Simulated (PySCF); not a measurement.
PySCF 2.14 output of an unrestricted PBE0 calculation on a single atom or ion in Sapporo-DKH3-DZP-2012 (6s5p3d1f, 43 functions), with scalar relativity by spin-free X2C-1e:

```
SCF conv_tol = 1e-09
number electrons alpha = 11  beta = 9
    C. Adamo and V. Barone.,  J. Chem. Phys. 110, 6158 (1999)
    M. Ernzerhof and G. E. Scuseria.,  J. Chem. Phys. 110, 5029 (1999)
cycle= 1 E= -763.746644470973  delta_E= -0.00422  |g|= 0.00996  |ddm|= 0.163
cycle= 2 E= -763.746687052413  delta_E= -4.26e-05  |g|= 0.00497  |ddm|= 0.0251
cycle= 3 E= -763.74669398422  delta_E= -6.93e-06  |g|= 0.000765  |ddm|= 0.00714
cycle= 4 E= -763.746694914758  delta_E= -9.31e-07  |g|= 0.000236  |ddm|= 0.00373
cycle= 5 E= -763.746696141586  delta_E= -1.23e-06  |g|= 0.000275  |ddm|= 0.00448
cycle= 6 E= -763.746692569457  delta_E= 3.57e-06  |g|= 6.04e-05  |ddm|= 0.0198
cycle= 7 E= -763.746692427541  delta_E= 1.42e-07  |g|= 4.85e-06  |ddm|= 0.00478
cycle= 8 E= -763.746692427538  delta_E= 3.52e-12  |g|= 1.52e-06  |ddm|= 8.55e-05
converged SCF energy = -763.746692427538  <S^2> = 2.0004674  2S+1 = 3.0003116
```

The run itself started from symmetry-adapted Hartree-Fock orbitals and held the occupation by maximum overlap, on a logarithmic radial grid, so the iterations belong to that start.

Task: Which element, charge and spin multiplicity is this?

Result: Sc⁺ (scandium, charge +1), multiplicity 3; the state was [Ar] 3d1 4s1, high-spin 3D determinant.
